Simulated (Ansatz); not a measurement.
Consider the homolysis of the O–Si bond: `CO[SiH](Cl)O[SiH3]` → `CO[SiH]([O])Cl`• + `[SiH3]`•.

Isolated molecules relaxed with PBE0-D4/def2-TZVP in Ansatz; ΔE leaves out vibrations. CBS: MP2 limit from def2 TZ/QZ plus the TZ coupled-cluster correction, frozen cores. This one scheme is used for every species. Functionals use def2-TZVPP. Open shells (•) are unrestricted, without spin–orbit coupling. One conformer a species, not always the lowest.

```json
{"level": "B2PLYP", "ΔE (kJ/mol)": "556.6"}
{"level": "PBE0", "ΔE (kJ/mol)": "534.4"}
{"level": "SCS-MP2/def2-QZVPP", "ΔE (kJ/mol)": "600.5"}
{"level": "CCSD/CBS(def2)", "ΔE (kJ/mol)": "572.8"}
```

Problem. What does CCSD(T)/CBS give? (Estimate.)

Solution. Computed: +580.6 kJ/mol. The listed levels differ from it by -24.0, -46.2, 19.9, -7.8 kJ/mol.

Largest T1 diagnostic among the species: 0.015.

The D4 term adds +15.8 kJ/mol with B3LYP and +9.0 kJ/mol with PBE0; it sums over pairs of atoms, weighted by their polarisabilities, and B3LYP, whose exchange is more repulsive, gets the larger term. From PBE to PBE0 (25 % exact exchange), in def2-TZVPP and without D4, ΔE moves by +13.5 kJ/mol. In def2-TZVPP, CCSD(T) changes the Hartree–Fock value by +120.1 kJ/mol (the triples alone add +7.8 kJ/mol) and MP2 by +158.5 kJ/mol; breaking electron pairs costs correlation energy, which Hartree–Fock lacks.

B3LYP here is the variant with VWN-RPA as its local correlation; programs differ in this.
